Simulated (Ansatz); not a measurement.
**Question.** Name a neutral molecule of B, C, F, N, Si and H with size of the dipole moment (B3LYP/def2-TZVPP) between 1.60 and 1.90 D and HOMO energy (PBE/def2-TZVPP) between -6.40 and -6.10 eV (Ansatz, PBE0-D4/def2-TZVP geometry).

**Answer.** `C[SiH](F)BN` (1.85 D, -6.36 eV); `B[Si](C)(N)F` (1.84 D, -6.36 eV). Other molecules can fit too; these were computed, each in one conformer that needn't be the lowest.

B3LYP here is the variant with VWN-RPA as its local correlation; programs differ in this.
